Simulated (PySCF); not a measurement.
PySCF input file for C₄H₇FSi, SMILES C=C=C[Si@H](C)F, PBE0-D3(BJ)/def2-SVP. Geometry optimised at PBE0-D3(BJ)/def2-SVP. The structure was generated by enumeration; whether it is a known compound was not checked. Other conformers were not sampled.

```python
import numpy as np
from pyscf import gto, scf, dft, df
from pyscf.hessian import thermo

mol = gto.M(
    atom='''
    C     2.15085516    1.50490224   -1.18080707
    C     1.30454788    0.50776820   -1.15316500
    C     0.43054966   -0.46662456   -1.08804485
    Si   -0.90872712   -0.46722467    0.20684401
    C    -0.90267065    1.10729137    1.19240394
    F    -0.64300955   -1.72542620    1.21456524
    H     1.95313783    2.39706843   -1.78323492
    H     3.08530830    1.46655013   -0.61218281
    H     0.50443078   -1.29134378   -1.81049349
    H    -2.22913953   -0.73570105   -0.43186628
    H    -1.17128248    1.96354158    0.55446133
    H     0.09496538    1.29878857    1.61585517
    H    -1.62784700    1.05105377    2.01823581
    ''',
    basis='def2-SVP',
    charge=0,
    spin=0,
    max_memory=1600,
    verbose=3,
)
mf = dft.RKS(mol, xc='pbe0').density_fit(auxbasis='def2-universal-jkfit')
mf.disp = 'd3bj'
mf.grids.level = 3
mf.conv_tol = 1e-11
mf.max_cycle = 100
mf.kernel()

# [left out here: the lines that compute and print the analytic Hessian (its translational invariance restored by hand, since the grid's response is missing), thermochemistry and intensities]
```

Output:

```
[...]
       8   H                -0.37  0.36 -0.47    0.26 -0.14  0.12   -0.10  0.01 -0.03
       9   H                 0.09 -0.15 -0.12    0.28 -0.31 -0.47   -0.02 -0.50  0.20
      10   H                -0.05  0.00  0.02   -0.12 -0.07 -0.02   -0.02 -0.20 -0.17
      11   H                -0.03  0.07  0.09   -0.05  0.19  0.18    0.00  0.14 -0.00
      12   H                -0.03 -0.13 -0.07   -0.09 -0.24 -0.17   -0.07  0.04 -0.05
Mode                                18                  19                  20
Irrep
Freq [cm^-1]                      978.7180           1072.7647           1252.7698
Reduced mass [au]                   1.6157              1.4141              1.8361
Force const [Dyne/A]                0.9118              0.9588              1.6978
Char temp [K]                    1408.1572           1543.4695           1802.4568
Normal mode                   x     y     z       x     y     z       x     y     z
       0   C                 0.08 -0.07  0.08    0.07  0.08 -0.01    0.05  0.06  0.00
       1   C                -0.08  0.06 -0.08   -0.02  0.03  0.04   -0.01 -0.05 -0.02
       2   C                 0.02 -0.01  0.02   -0.03 -0.09 -0.04   -0.14 -0.09  0.06
       3  Si                -0.00  0.00 -0.00   -0.00 -0.01 -0.00    0.01  0.01 -0.01
       4   C                 0.00 -0.00  0.00    0.00  0.00 -0.00   -0.01  0.02  0.02
       5   F                 0.00 -0.00  0.00    0.00  0.01 -0.00    0.00 -0.00  0.00
       6   H                -0.43 -0.30 -0.12    0.17  0.12  0.01    0.31  0.20  0.09
       7   H                 0.21  0.48 -0.11    0.11  0.17 -0.04    0.14  0.35 -0.09
       8   H                -0.01  0.01 -0.01   -0.61 -0.40  0.25    0.35  0.17 -0.20
       9   H                 0.00 -0.01 -0.01   -0.01  0.03 -0.01    0.02 -0.02 -0.02
      10   H                -0.00 -0.01 -0.01   -0.00  0.01  0.01    0.01 -0.05 -0.08
      11   H                 0.00  0.01  0.00   -0.01  0.01  0.01    0.04 -0.06 -0.05
      12   H                -0.00  0.00 -0.00    0.00 -0.00 -0.00   -0.02 -0.06 -0.01
Mode                                21                  22                  23
Irrep
Freq [cm^-1]                     1270.2346           1421.4434           1423.3420
Reduced mass [au]                   1.2921              1.0485              1.0484
Force const [Dyne/A]                1.2284              1.2482              1.2514
Char temp [K]                    1827.5848           2045.1406           2047.8722
Normal mode                   x     y     z       x     y     z       x     y     z
       0   C                 0.01  0.01  0.00   -0.01 -0.01  0.00   -0.00 -0.00  0.00
       1   C                -0.00 -0.01 -0.00   -0.00 -0.00  0.00   -0.00  0.00 -0.00
       2   C                -0.02 -0.02  0.01    0.00  0.00 -0.00    0.00  0.00  0.00
       3  Si                 0.00  0.01  0.00    0.01  0.00 -0.00   -0.00  0.00 -0.00
       4   C                 0.00 -0.12 -0.07    0.05  0.01 -0.02   -0.02  0.03 -0.05
       5   F                 0.00 -0.00  0.00   -0.00  0.00  0.00    0.00 -0.00  0.00
       6   H                 0.05  0.03  0.02    0.05  0.01  0.02    0.01  0.01  0.01
       7   H                 0.02  0.06 -0.02    0.01  0.04 -0.02    0.00  0.01 -0.01
       8   H                 0.07  0.03 -0.04    0.00  0.00 -0.00    0.00 -0.00  0.00
       9   H                 0.03 -0.02 -0.01   -0.01 -0.00  0.02   -0.00 -0.02  0.01
      10   H                 0.06  0.27  0.41   -0.68 -0.13  0.10    0.08 -0.16 -0.32
      11   H                -0.20  0.41  0.18    0.01 -0.46  0.27   -0.24 -0.08  0.53
      12   H                 0.14  0.46  0.10   -0.06  0.40 -0.08    0.52 -0.13  0.42
Mode                                24                  25                  26
Irrep
Freq [cm^-1]                     1431.6987           2070.4260           2247.5840
Reduced mass [au]                   1.5824              9.7787              1.0412
Force const [Dyne/A]                1.9110             24.6974              3.0989
Char temp [K]                    2059.8957           2978.8821           3233.7730
Normal mode                   x     y     z       x     y     z       x     y     z
       0   C                -0.09 -0.11  0.00    0.07  0.09 -0.00    0.00  0.00 -0.00
       1   C                -0.02 -0.01  0.01   -0.15 -0.18  0.01   -0.00 -0.00 -0.00
       2   C                 0.08  0.07 -0.02    0.08  0.08 -0.01    0.00  0.00  0.00
       3  Si                -0.01 -0.00  0.00   -0.00 -0.00 -0.00    0.03  0.01  0.01
       4   C                -0.00 -0.00  0.00    0.00  0.00 -0.00    0.00 -0.00 -0.00
       5   F                -0.00  0.00  0.00   -0.00 -0.00  0.00    0.00 -0.00  0.00
       6   H                 0.48  0.15  0.20   -0.02  0.07 -0.05   -0.00  0.00 -0.00
       7   H                 0.07  0.48 -0.22    0.07 -0.01  0.05    0.00  0.00  0.00
       8   H                -0.08 -0.01  0.07    0.01  0.06  0.04    0.00  0.01  0.00
       9   H                -0.01  0.01  0.01    0.01  0.00  0.02   -0.87 -0.18 -0.42
      10   H                 0.05  0.02  0.00   -0.00 -0.00  0.00    0.00  0.00  0.01
      11   H                 0.01  0.04 -0.03   -0.00 -0.00  0.00    0.00  0.01  0.00
      12   H                -0.01 -0.04 -0.01    0.00  0.00  0.00    0.00  0.00 -0.00
Mode                                27                  28                  29
Irrep
Freq [cm^-1]                     3063.2939           3154.7128           3157.8687
Reduced mass [au]                   1.0363              1.0867              1.0651
Force const [Dyne/A]                5.7296              6.3718              6.2581
Char temp [K]                    4407.3978           4538.9293           4543.4699
Normal mode                   x     y     z       x     y     z       x     y     z
       0   C                 0.00 -0.00 -0.00    0.02  0.02 -0.00    0.04  0.05 -0.00
       1   C                 0.00 -0.00 -0.00   -0.01 -0.01  0.00   -0.00 -0.00 -0.00
       2   C                 0.00  0.00  0.00   -0.00  0.06  0.05    0.00 -0.02 -0.02
       3  Si                -0.00 -0.00 -0.00    0.00  0.00 -0.00   -0.00 -0.00  0.00
       4   C                -0.00  0.04  0.02    0.00  0.00 -0.00   -0.00 -0.00  0.00
       5   F                -0.00  0.00 -0.00   -0.00 -0.00  0.00    0.00  0.00 -0.00
       6   H                 0.00 -0.00  0.00    0.05 -0.20  0.14    0.12 -0.52  0.35
       7   H                -0.00  0.00 -0.00   -0.21  0.01 -0.13   -0.54  0.03 -0.33
       8   H                -0.00 -0.00  0.00    0.06 -0.67 -0.58   -0.02  0.27  0.23
       9   H                 0.00  0.00  0.00   -0.00 -0.00 -0.00    0.00  0.00  0.00
      10   H                 0.14 -0.45  0.35    0.00 -0.00  0.00   -0.00  0.00 -0.00
      11   H                -0.51 -0.09 -0.21   -0.01 -0.00 -0.00    0.00  0.00  0.00
      12   H                 0.37  0.04 -0.42   -0.01 -0.00  0.01    0.00  0.00 -0.00
Mode                                30                  31                  32
Irrep
Freq [cm^-1]                     3169.5308           3174.7004           3252.3611
Reduced mass [au]                   1.1021              1.1030              1.1170
Force const [Dyne/A]                6.5235              6.5501              6.9616
Char temp [K]                    4560.2491           4567.6870           4679.4235
Normal mode                   x     y     z       x     y     z       x     y     z
       0   C                -0.00 -0.00 -0.00   -0.00  0.00 -0.00    0.06 -0.05  0.06
       1   C                 0.00  0.00  0.00   -0.00 -0.00  0.00    0.00 -0.00  0.00
       2   C                 0.00 -0.00 -0.00    0.00  0.00  0.00    0.00 -0.00  0.00
       3  Si                -0.00  0.00 -0.00   -0.00 -0.00  0.00    0.00 -0.00 -0.00
       4   C                -0.03  0.04 -0.07   -0.08 -0.01  0.02   -0.00  0.00 -0.00
       5   F                 0.00 -0.00  0.00    0.00  0.00 -0.00   -0.00 -0.00  0.00
       6   H                -0.00 -0.00 -0.00   -0.00  0.00 -0.00   -0.11  0.54 -0.36
       7   H                 0.00  0.00  0.00    0.00 -0.00  0.00   -0.57  0.02 -0.34
       8   H                -0.00  0.00  0.00    0.00 -0.01 -0.01    0.00 -0.00  0.00
       9   H                 0.00  0.00  0.00    0.00  0.00  0.00    0.00 -0.00 -0.00
      10   H                 0.18 -0.60  0.44   -0.02  0.03 -0.02    0.00 -0.00  0.00
      11   H                 0.40  0.08  0.16    0.58  0.11  0.26    0.00  0.00  0.00
      12   H                -0.25 -0.01  0.27    0.45  0.03 -0.52    0.00  0.00 -0.00
temperature 298.1500 [K]
pressure 101325.00 [Pa]
Rotational constants [GHz] 4.86201 1.70318 1.44032
Symmetry number 1
Zero-point energy (ZPE) 0.09515 [Eh]   249820.652 [J/mol]
                           tot       elec      trans        rot        vib
Entropy [J/mol/K]       372.085      0.000    166.449    115.857     89.778
Cv [J/mol/K]            118.859      0.000     12.472     12.472     93.915
Cp [J/mol/K]            127.173      0.000     20.786     12.472     93.915
Internal energy [J/mol]                      3718.434   3718.434 263957.733
Internal energy [Eh]   -545.20097  -545.30434
Enthalpy [J/mol]                             6197.391   3718.434 263957.733
Enthalpy [Eh]          -545.20003
Gibbs free energy [J/mol]                  -43429.514 -30824.386 237190.408
Gibbs free energy [Eh] -545.24228
static polarisability / bohr^3: [[73.798 21.713 -7.515]
 [21.708 69.279 -0.986]
 [-7.515 -0.984 51.841]]
largest difference of analytic and finite-field dipole derivatives / e: 0.0008796977208813672
mode   freq/cm-1   IR/(km/mol)   Raman/(A^4/amu)   depolarisation
   1       40.59         0.491             4.635            0.750
   2      106.31         0.180             5.951            0.674
   3      141.96         0.156             0.407            0.715
   4      219.39         4.444             1.466            0.684
   5      227.41         3.671             1.142            0.745
   6      278.75         7.047             1.796            0.726
   7      358.19        10.348             0.499            0.658
   8      475.17         9.601             4.258            0.349
   9      501.08        37.153             2.664            0.671
  10      666.54        13.935            12.862            0.120
  11      674.10        11.920             6.794            0.496
  12      753.35         6.121             4.962            0.715
  13      798.63        44.430             1.485            0.750
  14      836.44        51.786             1.243            0.727
  15      844.72        30.017             6.959            0.747
  16      878.29        47.906             7.344            0.750
  17      896.30       220.276             3.978            0.739
  18      928.07       233.823             5.965            0.544
  19      978.72         0.951             0.451            0.750
  20     1072.76         2.672            46.364            0.333
  21     1252.77        38.998             9.082            0.279
  22     1270.23        46.793             1.055            0.510
  23     1421.44         2.896             6.398            0.700
  24     1423.34         7.191            10.324            0.750
  25     1431.70         2.254            13.394            0.739
  26     2070.43       216.824             0.940            0.464
  27     2247.58       161.617           185.111            0.216
  28     3063.29         0.110           115.621            0.016
  29     3154.71         1.069           119.578            0.621
  30     3157.87         1.770           253.896            0.069
  31     3169.53         1.186            56.835            0.731
  32     3174.70         0.742            76.465            0.718
  33     3252.36         0.987           121.271            0.750
max |gradient| / (hartree/bohr): 0.00014905481035722363
APT charges: [-0.2924  0.313  -0.6536  1.6971 -0.4181 -0.6869  0.0813  0.0802  0.0734
 -0.3217  0.0413  0.0413  0.0451]
```

The run converged.
